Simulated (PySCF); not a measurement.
A structure optimised at PBE-D3(BJ)/def2-SVP, used in a PySCF frequency run:

```xyz
9

C     -1.5925    -0.5875    -0.6947
C     -0.5295     0.0724    -0.2129
Cl    -0.6455     1.6290     0.5585
C      0.8950    -0.4408    -0.2780
F      0.9374    -1.6221    -0.9598
F      1.3751    -0.6569     0.9820
H     -1.4396    -1.5638    -1.1757
H     -2.6073    -0.1731    -0.6215
H      1.5691     0.2895    -0.7842
```
Charge 0, spin multiplicity 1.

Write its SMILES and formula.

C=C(Cl)C(F)F, C3H3ClF2

What are its rotational constants (standard atomic weights)?

4.5265, 2.0893, 1.5486 GHz
